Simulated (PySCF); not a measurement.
The same groups moved round the core (furan mercapto+boryl). Gas-phase values, no solvent. One relaxed conformer stands for each flexible species; it need not be the lowest. Strings in code marks are SMILES.

The brightest of the four lowest singlets (TDA) from two functionals at the same geometries (PBE0-D3(BJ)/def2-SVP), both in PySCF: PBE-D3(BJ)/def2-TZVP and PBE0-D3(BJ)/def2-TZVP. Excitations are Tamm–Dancoff values on a coarser integration grid. The basis has no diffuse functions, so Rydberg states are missing or too high.

```
species        PBE-D3(BJ)/def2-TZVP (eV)  PBE0-D3(BJ)/def2-TZVP (eV)
-------------  -------------------------  --------------------------
`Bc1cc(S)co1`                       4.68                        5.11
`Bc1ccc(S)o1`                       4.17                        4.51
`Bc1ccoc1S`                         3.55                        4.05
`Sc1cc(co1)B`                       4.97                        5.47
`Bc1cocc1S`                         4.87                        5.39
`Bc1occc1S`                         4.89                        5.16
```

Over these rows, drawn at random from the members with no instability flagged (it was tested for open shells, ions and some series alone), PBE minus PBE0-D3(BJ): mean -0.43 eV, from -0.52 eV to -0.27 eV.
